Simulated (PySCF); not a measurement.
WSCl₄, SMILES [S]=[W]([Cl])([Cl])([Cl])[Cl], multiplicity 1. Atoms are numbered in the order given.

```xyz
6

W      0.0000     0.0000     0.0930
S      0.0000     0.0000     2.2376
Cl     0.0000     0.0000    -2.3101
Cl     1.9739    -1.1396    -0.0670
Cl    -1.9739    -1.1396    -0.0670
Cl     0.0000     2.2792    -0.0670
```

The structure is a stationary point at B3LYP-D3(BJ)/def2-SVP. The multiplicity is an assumed one; no other spin state was optimised. The isomer is the one that the SMILES or the coordinates give; other isomers of the formula were not compared. The def2 effective core potentials stand for the cores of W; spin–orbit coupling is left out.

Level of theory: TDA-LC-ωPBE/def2-SVPD (PySCF).

Vertical excitations; the highest root listed may be one member of a degenerate set. Gas-phase values at a fixed geometry. State labels are in the subgroup Cs.

```json
[
 {"state": "S1", "symmetry": "A\"", "energy (eV)": "2.61", "λ (nm)": "475", "f": "0.000", "main pairs": "HOMO→LUMO+1 42 %, HOMO−1→LUMO 42 %"},
 {"state": "S2", "symmetry": "A\"", "energy (eV)": "2.94", "λ (nm)": "422", "f": "0.006", "main pairs": "HOMO−1→LUMO, HOMO→LUMO+1 (degenerate set)"},
 {"state": "S3", "symmetry": "A'", "energy (eV)": "2.94", "λ (nm)": "422", "f": "0.006", "main pairs": "HOMO−1→LUMO+1, HOMO→LUMO (degenerate set)"},
 {"state": "S4", "symmetry": "A'", "energy (eV)": "3.26", "λ (nm)": "381", "f": "0.010", "main pairs": "HOMO−4→LUMO+1 (degenerate set)"},
 {"state": "S5", "symmetry": "A\"", "energy (eV)": "3.26", "λ (nm)": "381", "f": "0.010", "main pairs": "HOMO−4→LUMO (degenerate set)"},
 {"state": "S6", "symmetry": "A\"", "energy (eV)": "3.49", "λ (nm)": "355", "f": "0.000", "main pairs": "HOMO→LUMO+2 25 %, HOMO−1→LUMO+3 25 %, HOMO−2→LUMO 18 %, HOMO−3→LUMO+1 18 %"},
 {"state": "S7", "symmetry": "A'", "energy (eV)": "3.54", "λ (nm)": "351", "f": "0.006", "main pairs": "HOMO→LUMO+3 29 %, HOMO−1→LUMO+2 29 %, HOMO→LUMO 20 %, HOMO−1→LUMO+1 20 %"},
 {"state": "S8", "symmetry": "A'", "energy (eV)": "3.66", "λ (nm)": "339", "f": "0.001", "main pairs": "HOMO−2→LUMO+1, HOMO−3→LUMO (degenerate set)"},
 {"state": "S9", "symmetry": "A\"", "energy (eV)": "3.66", "λ (nm)": "339", "f": "0.001", "main pairs": "HOMO−2→LUMO, HOMO−3→LUMO+1 (degenerate set)"},
 {"state": "S10", "symmetry": "A\"", "energy (eV)": "3.67", "λ (nm)": "338", "f": "0.000", "main pairs": "HOMO−3→LUMO+1 26 %, HOMO−2→LUMO 26 %, HOMO−1→LUMO+3 20 %, HOMO→LUMO+2 20 %"},
 {"state": "T1", "symmetry": "A'", "energy (eV)": "1.85", "λ (nm)": "670", "f": "0", "main pairs": "HOMO−1→LUMO+1 37 %, HOMO→LUMO 37 %, HOMO−1→LUMO+2 7 %, HOMO→LUMO+3 7 %"},
 {"state": "T2", "symmetry": "A'", "energy (eV)": "2.18", "λ (nm)": "570", "f": "0", "main pairs": "HOMO→LUMO, HOMO−1→LUMO+1 (degenerate set)"},
 {"state": "T3", "symmetry": "A\"", "energy (eV)": "2.18", "λ (nm)": "570", "f": "0", "main pairs": "HOMO→LUMO+1, HOMO−1→LUMO (degenerate set)"},
 {"state": "T4", "symmetry": "A\"", "energy (eV)": "2.59", "λ (nm)": "478", "f": "0", "main pairs": "HOMO−1→LUMO 43 %, HOMO→LUMO+1 43 %"}
]
```
Triplets are in the Tamm–Dancoff approximation.
